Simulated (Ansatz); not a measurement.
`CCOB(C)F`. Charge 0, multiplicity 1.

```xyz
14

C    -0.7697   -1.5438   -1.3026
C     0.5433   -1.1591   -0.6642
O     0.3292   -0.3607    0.4950
B     0.3212    0.9858    0.4519
C     0.0661    1.8443    1.7300
F     0.5412    1.6011   -0.7224
H    -1.4111   -2.0584   -0.5845
H    -0.5956   -2.2115   -2.1499
H    -1.2972   -0.6602   -1.6687
H     1.0829   -2.0468   -0.3265
H     1.1781   -0.6257   -1.3766
H    -0.0979    1.2320    2.6163
H    -0.8040    2.4920    1.5858
H     0.9135    2.5109    1.9165
```

Problem. Give the diagnostics of a CCSD(T)/def2-TZVPP run (frozen core, the Gaussian-basis code of Ansatz). (Estimate.)

Solution. The calculation gave: T1 = 0.0116, largest single amplitude 0.017, largest double 0.015, (T) share of the correlation energy 3.4 %, 9 CCSD cycles. The RHF solution is stable towards an unrestricted one. T1 lies under the customary mark of 0.02 for closed shells.
